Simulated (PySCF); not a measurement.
Heptane, SMILES CCCCCCC (C₇H₁₆), GFN2-xTB optimised geometry.

```
23

C      4.56     1.46    -2.41
C      3.04     1.46    -2.42
C      2.46     0.73    -1.21
C      0.94     0.73    -1.21
C      0.36     0.00     0.00
C     -1.17     0.00     0.00
C     -1.74    -0.73     1.21
H      4.96     1.98    -3.28
H      4.94     0.44    -2.42
H      4.94     1.95    -1.52
H      2.68     2.49    -2.43
H      2.68     0.98    -3.33
H      2.82    -0.30    -1.20
H      2.82     1.22    -0.29
H      0.58     0.26    -2.12
H      0.57     1.77    -1.21
H      0.72     0.48     0.91
H      0.72    -1.03     0.00
H     -1.53    -0.47    -0.92
H     -1.53     1.04     0.00
H     -1.40    -1.77     1.22
H     -2.82    -0.72     1.19
H     -1.40    -0.26     2.13
```

Density from PySCF with B3LYP/def2-SVP at that geometry.

Minimum of the electron density along straight lines between bonded atoms, close to the bond critical point (lines longer than 1.1 times the sum of covalent radii, or with two minima, are not listed):

```
bond    length / Å  ρ at the minimum / e bohr⁻³  ∇²ρ there / e bohr⁻⁵  position (fraction from the first atom)
------  ----------  ---------------------------  --------------------  ---------------------------------------
C1–C2        1.524                        0.246                 -0.57                                     0.50
C2–C3        1.527                        0.246                 -0.57                                     0.50
C3–C4        1.527                        0.246                 -0.57                                     0.50
C4–C5        1.527                        0.246                 -0.57                                     0.50
C5–C6        1.527                        0.246                 -0.57                                     0.50
C6–C7        1.524                        0.246                 -0.57                                     0.50
C1–H8        1.088                        0.277                 -1.01                                     0.62
C1–H9        1.088                        0.277                 -1.01                                     0.62
C1–H10       1.088                        0.277                 -1.01                                     0.62
C2–H11       1.093                        0.276                 -0.99                                     0.62
C2–H12       1.093                        0.276                 -0.99                                     0.62
C3–H13       1.093                        0.276                 -0.99                                     0.62
C3–H14       1.093                        0.276                 -0.99                                     0.62
C4–H15       1.093                        0.276                 -0.99                                     0.62
C4–H16       1.093                        0.276                 -0.99                                     0.62
C5–H17       1.093                        0.276                 -0.99                                     0.62
C5–H18       1.093                        0.276                 -0.99                                     0.62
C6–H19       1.093                        0.276                 -0.99                                     0.62
C6–H20       1.093                        0.276                 -0.99                                     0.62
C7–H21       1.088                        0.277                 -1.01                                     0.62
C7–H22       1.088                        0.277                 -1.01                                     0.62
C7–H23       1.088                        0.277                 -1.01                                     0.62
```
